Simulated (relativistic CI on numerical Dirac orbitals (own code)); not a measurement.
## Dy I: calculation against measurement

Computed by Dirac-Coulomb-Breit CI, separate exchange-only KLI orbitals for each configuration, QED by a radiative potential, valence Slater integrals scaled by 0.85, P86 correlation energy added to each configuration (own radial code, finite nucleus).

CI space (outside the closed core [Xe]): 4f¹⁰6s², 4f⁹6s²5d, 4f¹⁰6s6p, 4f⁹6s²6p, 4f¹⁰6s5d, 4f¹⁰6s7p, 4f¹¹6g, 4f¹¹6s, 4f¹². Double excitations out of closed p, d and f shells are left out; levels of such configurations are missing from the list, as are those of other unlisted configurations, and high levels can miss mixing partners.

| Configuration | Term (tabulated) | J | Measured (cm⁻¹) | Computed | Error | Purity (%) |
| --- | --- | --- | --- | --- | --- | --- |
| 4f¹⁰6s² | 5I | 8 | 0.0 | 0 | 0 | 93 |
| 4f¹⁰6s² | 5I | 7 | 4134.2 | 4233 | 99 | 97 |
| 4f¹⁰6s² | 5I | 6 | 7050.6 | 7210 | 159 | 95 |
| 4f⁹6s²5d | 7H° | 8 | 7565.6 | -10091 | -17657 | 77 |
| 4f⁹6s²5d | 7H° | 7 | 8519.2 | -9140 | -17659 | 57 |
| 4f¹⁰6s² | 5I | 5 | 9211.6 | 9395 | 183 | 91 |
| 4f⁹6s²5d | 7I° | 9 | 9991.0 | -8221 | -18212 | 87 |
| 4f¹⁰6s² | 5I | 4 | 10925.3 | 11124 | 199 | 89 |
| 4f⁹6s²5d | 7I° | 8 | 12007.1 | -5822 | -17829 | 56 |
| 4f⁹6s²5d | 7H° | 5 | 12298.6 | -5286 | -17585 | 60 |
| 4f⁹6s²5d | 7H° | 4 | 13952.0 | -3618 | -17570 | 70 |
| 4f⁹6s²5d | 7H° | 3 | 15254.9 | -2284 | -17538 | 78 |
| 4f⁹6s²5d | 7I° | 5 | 16684.7 | -1194 | -17879 | 65 |
| 4f⁹6s²5d | 5K° | 7 | 21783.4 | 4146 | -17638 | 67 |
| 4f⁹6s²5d | 5K° | 6 | 23464.0 | 5888 | -17576 | 76 |
| 4f⁹6s²5d | 5K° | 5 | 24881.9 | 7319 | -17563 | 83 |

Measured levels from NIST Handbook of Basic Atomic Spectroscopic Data (Sansonetti and Martin, J. Phys. Chem. Ref. Data 34, 1559 (2005)); pairs were made by configuration, J and term (by order where the table uses no LS term), so strongly mixed levels may be paired wrongly.

Mean error by configuration (cm⁻¹): 4f¹⁰6s² 160; 4f⁹6s²5d -17701. Over the excited levels the mean absolute error is 13023 cm⁻¹ (15 of the 18 excited levels that our extract of the source holds in range could be paired, and the others can miss by more), and the median relative error of those above 1,000 cm⁻¹ is 110 %. Some levels of the ground configuration have no partner.
